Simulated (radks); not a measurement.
Question: The lithium ion Li+, [He]. Calculated with a radial shooting solver on a logarithmic mesh with Libxc functionals: non-relativistic Kohn-Sham, PBE, spin-polarised, spherical densities, point nucleus. Every spin shell is full or empty, so the densities are truly spherical. Functionals are evaluated on that one density, not self-consistently. Rank these orbital-free kinetic functionals by their error against the exact value of the orbitals, and give that value: Thomas-Fermi, TF + vW, TF + vW/9, TF + vW/5, LC94, revAPBEK, Perdew 92, LKT, PG1, DePristo-Kress, Ernzerhof.

Answer: Exact: 7.21521 hartree. From best to worst, with 100 (|E| - |E exact|)/|E exact| (equal figures are ties): LC94 +0.77, DePristo-Kress +1.07, TF + vW/9 +1.16, Perdew 92 +1.18, revAPBEK +1.56, Ernzerhof +4.65, Thomas-Fermi -9.95, TF + vW/5 +10.05, PG1 +52.90, LKT +60.45, TF + vW +90.05.
